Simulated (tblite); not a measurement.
Compound: C6H11AlBrCl.
Atom-mapped SMILES: `[CH3:1][C@H:2]([CH:3]1[CH2:4][CH2:5][CH2:6]1)[Al:7]([Cl:8])[Br:9]` (hydrogens: H10, H11, H12 on C1; H13 on C2; H14 on C3; H15, H16 on C4; H17, H18 on C5; H19, H20 on C6)

Computed with GFN2-xTB (tblite), gas phase: L-BFGS steps from a force-field or distance-geometry start until the largest atomic force falls under 0.01 eV/Å.

Step 109: E = -769.5832 eV
```
atom  x, y, z in Å  |  force x, y, z in eV/Å
C1      2.2025   -0.7635   -0.0472   -0.016  -0.002   0.002
C2      1.1208    0.1927    0.4811    0.011  -0.009   0.023
C3     -0.2226   -0.5281    0.5966   -0.016   0.000  -0.016
C4     -0.9724   -0.8467   -0.7084    0.003  -0.013   0.012
C5     -2.2677   -0.3258   -0.0707    0.014  -0.006  -0.020
C6     -1.4314    0.3124    1.0481    0.016  -0.028  -0.004
Al7     1.0197    1.8583   -0.6583   -0.001   0.021  -0.026
Cl8     0.6150    3.7264    0.0363   -0.006  -0.044  -0.037
Br9     1.6259    1.6540   -2.8434   -0.007   0.014   0.062
H10     3.1733   -0.2679   -0.0804   -0.001  -0.003   0.001
H11     1.9633   -1.1012   -1.0552   -0.010   0.014  -0.005
H12     2.2913   -1.6431    0.5913   -0.017   0.000  -0.008
H13     1.4052    0.4919    1.5051   -0.002   0.004  -0.005
H14    -0.1068   -1.4272    1.2117   -0.012   0.048  -0.010
H15    -0.6393   -0.2028   -1.5319    0.012  -0.023   0.038
H16    -0.9658   -1.8835   -1.0418   -0.013   0.058   0.000
H17    -2.9049   -1.1288    0.2943    0.003  -0.006   0.006
H18    -2.8684    0.3470   -0.6801    0.020   0.007   0.034
H19    -1.7829    0.1643    2.0681    0.016   0.011  -0.033
H20    -1.2600    1.3825    0.8815    0.006  -0.044  -0.015
```

Step 110: E = -769.5844 eV
```
atom  x, y, z in Å  |  force x, y, z in eV/Å
C1      2.2023   -0.7621   -0.0452   -0.002  -0.010  -0.007
C2      1.1182    0.1921    0.4821    0.034  -0.029   0.021
C3     -0.2237   -0.5304    0.5929   -0.015  -0.010  -0.014
C4     -0.9771   -0.8372   -0.7133    0.002  -0.020   0.022
C5     -2.2706   -0.3250   -0.0640    0.007   0.009  -0.025
C6     -1.4298    0.3067    1.0548    0.011  -0.036  -0.026
Al7     1.0219    1.8520   -0.6614    0.001   0.032  -0.049
Cl8     0.5909    3.7226    0.0062   -0.014  -0.024  -0.021
Br9     1.6702    1.6470   -2.8342   -0.006   0.006   0.051
H10     3.1701   -0.2614   -0.0898    0.002  -0.001   0.007
H11     1.9594   -1.1094   -1.0492   -0.015   0.017   0.000
H12     2.3012   -1.6359    0.5995   -0.021   0.000  -0.007
H13     1.4005    0.4905    1.5068   -0.005   0.002  -0.002
H14    -0.1065   -1.4343    1.2002   -0.013   0.036  -0.009
H15    -0.6435   -0.1848   -1.5317   -0.015  -0.036   0.059
H16    -0.9739   -1.8711   -1.0570    0.002   0.072   0.001
H17    -2.9035   -1.1329    0.2987    0.013   0.001  -0.005
H18    -2.8769    0.3527   -0.6625    0.018  -0.002   0.025
H19    -1.7762    0.1560    2.0754    0.009   0.006  -0.016
H20    -1.2582    1.3758    0.8884    0.007  -0.014  -0.005
```

Step 111: E = -769.5854 eV
```
atom  x, y, z in Å  |  force x, y, z in eV/Å
C1      2.2025   -0.7587   -0.0414    0.010  -0.015  -0.005
C2      1.1139    0.1906    0.4839    0.034  -0.024   0.004
C3     -0.2254   -0.5367    0.5888   -0.006  -0.006  -0.019
C4     -0.9849   -0.8218   -0.7186    0.002  -0.011   0.024
C5     -2.2748   -0.3197   -0.0549    0.008  -0.003  -0.007
C6     -1.4277    0.2947    1.0690   -0.003  -0.012  -0.007
Al7     1.0246    1.8413   -0.6738    0.000   0.067  -0.057
Cl8     0.5520    3.7195   -0.0526   -0.014  -0.051  -0.019
Br9     1.7437    1.6314   -2.8251   -0.014  -0.002   0.062
H10     3.1657   -0.2501   -0.0987    0.002  -0.007   0.008
H11     1.9543   -1.1175   -1.0401   -0.010   0.018  -0.001
H12     2.3137   -1.6254    0.6106   -0.017  -0.005  -0.005
H13     1.3899    0.4915    1.5093    0.003  -0.004   0.000
H14    -0.1033   -1.4503    1.1806   -0.019   0.044  -0.008
H15    -0.6508   -0.1556   -1.5265   -0.025  -0.026   0.051
H16    -0.9868   -1.8486   -1.0820    0.013   0.058   0.006
H17    -2.9025   -1.1359    0.2994    0.008   0.013  -0.011
H18    -2.8863    0.3667   -0.6374    0.017  -0.005   0.019
H19    -1.7669    0.1291    2.0906    0.005   0.015  -0.044
H20    -1.2560    1.3663    0.9155    0.005  -0.045   0.008
```

Step 112: E = -769.5854 eV
```
atom  x, y, z in Å  |  force x, y, z in eV/Å
C1      2.2016   -0.7603   -0.0405    0.002  -0.005  -0.007
C2      1.1138    0.1888    0.4852    0.032  -0.013  -0.018
C3     -0.2252   -0.5385    0.5878    0.017   0.001  -0.006
C4     -0.9849   -0.8227   -0.7180    0.003   0.000   0.001
C5     -2.2736   -0.3211   -0.0543    0.001  -0.004   0.014
C6     -1.4243    0.2950    1.0654   -0.022   0.023   0.008
Al7     1.0219    1.8398   -0.6715   -0.012   0.009   0.016
Cl8     0.5493    3.7158   -0.0596   -0.041   0.035   0.025
Br9     1.7391    1.6448   -2.8161    0.028  -0.028  -0.058
H10     3.1648   -0.2532   -0.0967    0.026   0.004   0.007
H11     1.9533   -1.1174   -1.0393   -0.012   0.013  -0.014
H12     2.3106   -1.6272    0.6102   -0.009  -0.030   0.011
H13     1.3879    0.4900    1.5106    0.009  -0.009   0.009
H14    -0.1053   -1.4497    1.1805   -0.009  -0.004   0.019
H15    -0.6474   -0.1564   -1.5226   -0.029   0.006   0.010
H16    -0.9901   -1.8462   -1.0849    0.026  -0.004  -0.003
H17    -2.8985   -1.1375    0.3035   -0.001   0.008  -0.014
H18    -2.8869    0.3650   -0.6337   -0.004   0.004  -0.009
H19    -1.7620    0.1376    2.0875   -0.008   0.010  -0.008
H20    -1.2493    1.3643    0.9032    0.001  -0.017   0.016
```

Task: Estimate the geometry and energy of step 113. (The exact step hangs on the optimiser's Hessian estimate; all steps are aligned on step 112, rigid shifts and turns removed.)

Result: E = -769.5861 eV, largest force 0.057 eV/Å
```
atom  x, y, z in Å  |  force x, y, z in eV/Å
C1      2.2051   -0.7600   -0.0370    0.022  -0.027  -0.005
C2      1.1125    0.1864    0.4831    0.022  -0.005  -0.010
C3     -0.2262   -0.5423    0.5841    0.004   0.005  -0.020
C4     -0.9917   -0.8111   -0.7220    0.000  -0.001  -0.012
C5     -2.2778   -0.3176   -0.0465    0.000  -0.010  -0.012
C6     -1.4229    0.2893    1.0736   -0.002  -0.019  -0.014
Al7     1.0219    1.8337   -0.6820    0.011   0.035  -0.044
Cl8     0.5182    3.7100   -0.0852   -0.026  -0.024  -0.004
Br9     1.7902    1.6297   -2.8156   -0.011  -0.012   0.043
H10     3.1644   -0.2432   -0.1025   -0.015  -0.034   0.002
H11     1.9533   -1.1298   -1.0316    0.011   0.028   0.022
H12     2.3247   -1.6200    0.6237   -0.013   0.013  -0.025
H13     1.3819    0.4904    1.5090    0.015  -0.008   0.005
H14    -0.1048   -1.4609    1.1664   -0.013   0.022   0.007
H15    -0.6601   -0.1306   -1.5186   -0.019  -0.004   0.019
H16    -0.9953   -1.8294   -1.1057    0.016   0.023   0.013
H17    -2.8975   -1.1391    0.3077   -0.012   0.001  -0.011
H18    -2.8973    0.3724   -0.6164    0.017  -0.015   0.007
H19    -1.7563    0.1255    2.0948   -0.017   0.001   0.026
H20    -1.2474    1.3575    0.9174    0.010   0.029   0.012
```

The energy changes by -0.0007 eV. The first-order estimate −F·Δx gives -0.0016 eV and the mean of the old and new forces, exact on a quadratic surface, -0.0006 eV. The step makes an angle of 83° with the force vector and moves no atom by more than 0.053 Å.

The cost below is that of the whole relaxation. Time: 3.6 s wall. Hardware: an Arm Neoverse N1 with one thread, on a shared host.
